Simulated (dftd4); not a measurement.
aniline (C$_{6}$H$_{7}$N), singlet, at a GFN2-xTB geometry; D4 for pbe (dftd4).

The dftd4 input:
```
$ dftd4 mol.xyz --func pbe --charge 0 --json dftd4.json --noedisp

# file mol.xyz
14

N      2.26898850    -0.34589154     0.26581677
C      0.91756321    -0.12718200     0.07978234
C      0.32384857     1.05784892     0.51488921
C     -1.03918263     1.24264988     0.39414758
C     -1.83576132     0.25579586    -0.16255361
C     -1.25309513    -0.92291663    -0.59783701
C      0.10910245    -1.11615687    -0.48096117
H      2.68780582    -1.05943881    -0.30846466
H      2.83930297     0.47425910     0.39407885
H      0.94292242     1.83040004     0.94949780
H     -1.48309267     2.16698132     0.73495964
H     -2.90066566     0.40457570    -0.25771264
H     -1.86492136    -1.69850304    -1.03570909
H      0.56087799    -2.03726852    -0.82217146
```

The log (banner, timings and long lists left out):

```
                    ____  _____ _____     ____  _  _
      -------------|  _ \|  ___|_   _|---|  _ \| || |------------
     |             | | | | |_    | | ___ | | | | || |_           |
     |             | |_| |  _|   | ||___|| |_| |__   _|          |
     |             |____/|_|     |_|     |____/   |_|            |
     |             ===================================           |
     |            E. Caldeweyher, S. Ehlert & S. Grimme          |
     |          Mulliken Center for Theoretical Chemistry        |
     |                    University of Bonn                     |
      -----------------------------------------------------------

Rational (Becke-Johnson) damping: pbe-D4-ATM
---------------------
  s6         1.0000
  s8         0.9595
  s9         1.0000
  a1         0.3857
  a2         4.8069
 alp        16.0000
--------------------

Dispersion energy:      -1.3231431709581E-02 Eh

[Info] JSON dump of results written to 'dftd4.json'
```
